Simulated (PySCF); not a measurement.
**CsAl: energy against distance**

Set-up: Cs def2-SVPD with ECP46, Al def2-SVPD; scalar-relativistic core potentials (PySCF 2.14). Energies in eV from Cs + Al in their ground configurations at the same level. State: ³Π (triplet), unpaired electrons σ ↑, π ↑.

All columns are PBE0. A positive dipole means Cs(−)Al(+).

| R (Å) | E (eV) | μ (D) | Mulliken charge on Cs (basis-dependent) | HOMO (eV) | LUMO (eV) | Mayer bond order | ⟨S²⟩ |
| --- | --- | --- | --- | --- | --- | --- | --- |
| 3.202 | -0.455 | -6.83 | 0.45 | -3.04 | -1.52 | 0.81 | 2.01 |
| 3.351 | -0.585 | -7.28 | 0.44 | -3.05 | -1.43 | 0.81 | 2.01 |
| 3.500 | -0.656 | -7.65 | 0.44 | -2.97 | -1.36 | 0.80 | 2.01 |
| 3.611 | -0.680 | -7.87 | 0.43 | -2.92 | -1.31 | 0.80 | 2.01 |
| 3.723 | -0.686 | -8.05 | 0.41 | -2.88 | -1.29 | 0.80 | 2.01 |
| 3.835 | -0.679 | -8.19 | 0.40 | -2.85 | -1.31 | 0.79 | 2.01 |
| 3.984 | -0.653 | -8.31 | 0.38 | -2.82 | -1.35 | 0.78 | 2.01 |
| 4.170 | -0.605 | -8.38 | 0.36 | -2.80 | -1.40 | 0.75 | 2.01 |
| 4.393 | -0.536 | -8.32 | 0.32 | -2.80 | -1.45 | 0.71 | 2.01 |
| 4.691 | -0.441 | -8.06 | 0.28 | -2.84 | -1.51 | 0.64 | 2.01 |

A fit through these points gives, at Re = 3.711 Å, μ = -8.03 D and dμ/dR = -1.47 D/Å; the reduced mass is 22.43 u.

Question: How strong is the fundamental in the double-harmonic approximation, I = 42.26·(dμ/dR)²/μred km/mol?

Answer: I = 42.26·(-1.47)²/22.43 = 4.07 km/mol at PBE0.

Spin–orbit coupling is left out, which matters for elements this heavy, above all for dissociation energies. The state was picked by a PBE0 search and need not be the measured ground state.
